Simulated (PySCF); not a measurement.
Homolysis of single bonds, series Ga F-H. Isolated molecules, 0 K electronic values unless said otherwise. Strings in code marks are SMILES.

Computed with PBE-D3(BJ)/def2-TZVP // B3LYP-D3(BJ)/def2-TZVP (PySCF). 

| species | dipole moment (D) |
|---|---|
| whole molecule (`[F][Ga]([F])[F]`) | 0.00 |
| radical fragment (`[F][Ga][F]`) | 2.22 |
| whole molecule (`[GaH]([F])[F]`) | 2.43 |
| whole molecule (`[F][GaH2]`) | 2.13 |
| radical fragment (`[GaH2]`) | … |
| whole molecule (`[GaH3]`) | 0.00 |

Question: Complete the blanks.

Answer: 
- radical fragment (`[GaH2]`), dipole moment (D): 0.24
